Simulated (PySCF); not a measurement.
Spectrum to structure. Method: PySCF, TDDFT PBE0/def2-SVPD, vertical, gas phase, core orbitals frozen in the response. Geometries: GFN2-xTB, one conformer each.

```
state  E (eV)       f  main configurations (H = HOMO, L = LUMO)
   S1    5.54  0.0018                  H-1→L (82%), H-3→L (14%)
   S2    5.57   0.172                    H→L (84%), H-2→L (13%)
   S3    6.13   0.047                               H→L+1 (82%)
   S4    6.21  0.0093                  H-3→L (71%), H-1→L (16%)
   S5    6.26   0.110                    H-2→L (78%), H→L (10%)
   S6    6.46   0.035                               H→L+2 (86%)
   S7    6.81  0.0004                  H-4→L (54%), H-7→L (22%)
   S8    7.01   0.021                             H-1→L+1 (88%)
```

Triplets computed (Tamm–Dancoff): 3.52, 5.15, 5.48 eV.

Question: Which structure fits?
A. `CSc1cn[nH]n1`
B. `C=C(C#N)[SiH]([SiH3])[SiH3]`
C. `FC(F)(F)C[SiH2]N[SiH3]`

Answer: B. Its S1 lies at 5.54 eV; the nearest of the others has S1 at 5.28 eV. S1 is HOMO-1→LUMO (82%), HOMO-3→LUMO (14%). Löwdin shares by element: HOMO carbon 39% or more, silicon 24% or more (atoms not listed hold the other 37%); LUMO carbon 68%, nitrogen 13% (atoms not listed hold the other 19%). At the same level the other candidates give, for their lowest levels:
- `CSc1cn[nH]n1`: 5.28 eV (f 0.069); 5.30 eV (f 0.000); 6.12 eV (f 0.017); 6.34 eV (f 0.002); 6.39 eV (f 0.172); T1 4.14 eV; HOMO -6.41, LUMO -0.28 eV
- `FC(F)(F)C[SiH2]N[SiH3]`: 5.97 eV (f 0.003); 6.67 eV (f 0.003); 7.30 eV (f 0.002); 7.48 eV (f 0.026); 7.83 eV (f 0.035); T1 5.65 eV; HOMO -7.67, LUMO -0.29 eV

The values belong to the conformer `[CH2:1]=[C:2]([C:3]#[N:4])[SiH:5]([SiH3:6])[SiH3:7]`: C1–C2–Si5–Si6 -116°.
